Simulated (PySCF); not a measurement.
Simulation results for BGeH4O, BGeH4

Calculation on a computer-drawn molecule: optimised geometry and harmonic frequencies of an isolated molecule of the commonest isotopes, restricted reference for singlets and unrestricted otherwise, frozen core in MP2; on germanium a core potential holds 10 electrons, which the energies leave out, and 3d is frozen in MP2 and coupled-cluster steps. Program: PySCF 2.14.0.

Common to all runs: basis cc-pVDZ; basis and core potential on germanium cc-pVDZ-PP ECP10MDF.

(1) BGeH4O

Start structure:
```xyz
7
BGeH4O
O     -1.3911    -0.8145    -1.4169
B     -0.2549    -1.3681    -1.8797
Ge     1.1747    -0.3155    -2.9574
H     -1.4835     0.1143    -1.5659
H     -0.1114    -2.5446    -1.6994
H      1.1972     1.2153    -2.8163
H      2.6054    -0.8586    -2.9531
```

Here we set charge 0, multiplicity 2 and method MP2.

The calculation gives: rotational constants 38.97, 3.322, 3.074 GHz; total energy -395.6183 hartree; spin squared 0.763; convergence status largest gradient component 2.011e-05 hartree/bohr.

Drawn bonds:
```csv
atom,other atom,order
1,2,1
2,3,1
1,4,1
2,5,1
3,6,1
3,7,1
```

Optimised structure:
```xyz
7
BGeH4O
O     -1.4176    -0.8276    -1.4156
B     -0.2522    -1.3696    -1.8712
Ge     1.1847    -0.3114    -2.8998
H     -1.4702     0.1248    -1.5786
H     -0.1172    -2.5562    -1.7019
H      1.1955     1.2272    -2.8350
H      2.6135    -0.8590    -2.9866
```

Modes:
```csv
frequency (cm⁻¹),reduced mass (dalton)
197.6,1.193
224.2,2.417
280.5,1.128
458.6,1.656
589.6,1.586
612.5,2.242
855.2,1.121
892.5,1.06
1011,1.127
1188,1.255
1323,7.623
2162,1.019
2198,1.022
2671,1.095
3849,1.066
```

(2) BGeH4O

Start structure:
```xyz
7
BGeH4O
B     -1.0498    -0.8532     0.7675
O     -0.3877    -0.1953     0.0993
Ge     0.7406     1.0418    -1.0675
H     -1.5751    -1.5746     1.4871
H      1.9650     1.0270    -0.2036
H      0.6690     0.2229    -2.3210
H     -0.1399     2.2172    -0.9723
```

Settings of this run: charge 1, multiplicity 1 and method HF.

It finds rotational constants 75.34, 3.357, 3.357 GHz; total energy -395.0577 hartree; convergence status largest gradient component 1.327e-05 hartree/bohr.

Drawn bonds:
```csv
atom,other atom,order
1,2,1
2,3,1
1,4,1
3,5,1
3,6,1
3,7,1
```

Optimised structure:
```xyz
7
BGeH4O
B     -1.0200    -0.8979     0.8084
O     -0.3627    -0.1679     0.1057
Ge     0.7183     1.0314    -1.0496
H     -1.6564    -1.6047     1.4888
H      1.9982     1.0398    -0.2517
H      0.6939     0.2213    -2.3217
H     -0.1492     2.2639    -0.9903
```

Modes:
```csv
frequency (cm⁻¹),reduced mass (dalton)
137.8,3.479
137.9,3.479
356.5,11.95
633.7,1.081
633.8,1.081
853,1.381
853,1.381
916.9,1.037
936.6,1.028
936.6,1.028
1878,5.006
2345,1.009
2363,1.026
2363,1.026
3023,1.193
```

(3) BGeH4O

Start structure:
```xyz
7
BGeH4O
B     -1.0200    -0.8979     0.8084
O     -0.3627    -0.1679     0.1057
Ge     0.7183     1.0314    -1.0496
H     -1.6564    -1.6047     1.4888
H      1.9982     1.0398    -0.2517
H      0.6939     0.2213    -2.3217
H     -0.1492     2.2639    -0.9903
```

It was run with charge 1, multiplicity 1 and method MP2.

The calculation gives: rotational constants 74.39, 3.253, 3.253 GHz; total energy -395.4009 hartree; convergence status largest gradient component 1.747e-05 hartree/bohr.

Drawn bonds:
```csv
atom,other atom,order
1,2,1
2,3,1
1,4,1
3,5,1
3,6,1
3,7,1
```

Optimised structure:
```xyz
7
BGeH4O
B     -1.0331    -0.9124     0.8224
O     -0.3645    -0.1701     0.1077
Ge     0.7345     1.0495    -1.0670
H     -1.6741    -1.6241     1.5076
H      2.0110     1.0449    -0.2515
H      0.6984     0.2213    -2.3348
H     -0.1503     2.2768    -0.9948
```

Modes:
```csv
frequency (cm⁻¹),reduced mass (dalton)
130.9,3.592
130.9,3.592
346.8,11.89
593.9,1.082
593.9,1.082
773.9,1.361
773.9,1.361
866.4,1.037
885,1.027
885,1.027
1787,5.19
2285,1.009
2317,1.027
2317,1.027
2940,1.185
```

(4) BGeH4

Start structure:
```xyz
6
BGeH4
B      1.2492    -1.4100    -0.8549
Ge     1.8541    -1.5675     0.9264
H      0.6550    -0.4526    -1.1758
H      1.4661    -2.3011    -1.5737
H      1.7330    -0.6085     2.1397
H      2.6579    -2.6770     1.6228
```

Settings of this run: charge 0, multiplicity 2 and method HF.

It finds rotational constants 93.97, 9.789, 8.866 GHz; total energy -320.3320 hartree; spin squared 0.7601; convergence status largest gradient component 3.944e-05 hartree/bohr.

Drawn bonds:
```csv
atom,other atom,order
1,2,1
1,3,1
1,4,1
2,5,1
2,6,1
```

Optimised structure:
```xyz
6
BGeH4
B      1.2463    -1.4181    -0.8460
Ge     1.8957    -1.5748     1.0367
H      0.6415    -0.4419    -1.1808
H      1.4668    -2.3031    -1.6199
H      1.6841    -0.5148     2.1131
H      2.6808    -2.7639     1.5813
```

Modes:
```csv
frequency (cm⁻¹),reduced mass (dalton)
178.4,1.1
423.7,1.025
440.5,1.008
626.3,4.456
774.6,1.263
898.2,1.253
945.5,1.029
1243,1.147
2245,1.025
2250,1.016
2695,1.049
2793,1.131
```

(5) BGeH4

Start structure:
```xyz
6
BGeH4
B      1.2463    -1.4181    -0.8460
Ge     1.8957    -1.5748     1.0367
H      0.6415    -0.4419    -1.1808
H      1.4668    -2.3031    -1.6199
H      1.6841    -0.5148     2.1131
H      2.6808    -2.7639     1.5813
```

Settings of this run: charge 0, multiplicity 2 and method MP2.

Results for BGeH4: rotational constants 93.28, 9.851, 8.91 GHz; total energy -320.5016 hartree; spin squared 0.76; convergence status largest gradient component 2.127e-05 hartree/bohr.

Drawn bonds:
```csv
atom,other atom,order
1,2,1
1,3,1
1,4,1
2,5,1
2,6,1
```

Optimised structure:
```xyz
6
BGeH4
B      1.2458    -1.4181    -0.8470
Ge     1.8959    -1.5726     1.0273
H      0.6375    -0.4333    -1.1779
H      1.4704    -2.3121    -1.6215
H      1.6845    -0.5160     2.1174
H      2.6811    -2.7645     1.5861
```

Modes:
```csv
frequency (cm⁻¹),reduced mass (dalton)
358.7,1.098
400.6,1.025
432.7,1.008
637.9,4.298
737.7,1.265
838.1,1.257
903.6,1.03
1180,1.157
2199,1.016
2208,1.025
2640,1.049
2746,1.131
```
